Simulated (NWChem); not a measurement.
SiH2SF2; SMILES F[SiH](F)S

```xyz
6

Si     0.0185     0.4794     0.3041
F     -1.3401     1.1405    -0.2205
F      1.2445     1.2787    -0.3478
S     -0.0327    -1.5454    -0.3533
H      0.1226     0.6274     1.7673
H      1.1529    -1.8784     0.2040
```
Atoms are numbered in this order, from 1.

Computed with NWChem. Pople sets run with spherical d functions. STO-3G and 3-21G are far too small for this property and stand as cheap habits. All runs use the structure optimised with B3LYP/6-31G* (spherical d). GIAO values for the isolated, static molecule; σ is the absolute isotropic shielding, δ = σ(reference) − σ with the isolated reference molecule computed at the same levels (19F: trichlorofluoromethane, 1H: tetramethylsilane, 29Si: tetramethylsilane).

| level | δ Si1 (ppm) | δ F2 (ppm) | δ F3 (ppm) | σ S4 (ppm) | δ H5 (ppm) | δ H6 (ppm) |
|---|---|---|---|---|---|---|
| B3LYP/6-31G* | ___ | ___ | ___ | ___ | 5.85 | ___ |
| B3LYP/6-311G** | -11.0 | -163.1 | -137.0 | 649.4 | 5.57 | 0.86 |
| PBE/pcSseg-1 | -8.7 | -170.6 | -139.1 | 650.7 | 5.89 | 0.90 |
| Hartree-Fock/STO-3G | 6.1 | -192.2 | -186.6 | 974.3 | 2.54 | -1.90 |

Question: Complete the blanks.

Answer: 
- B3LYP/6-31G*, δ Si1 (ppm): 5.1
- B3LYP/6-31G*, δ F2 (ppm): -143.4
- B3LYP/6-31G*, δ F3 (ppm): -115.0
- B3LYP/6-31G*, σ S4 (ppm): 672.8
- B3LYP/6-31G*, δ H6 (ppm): 0.37
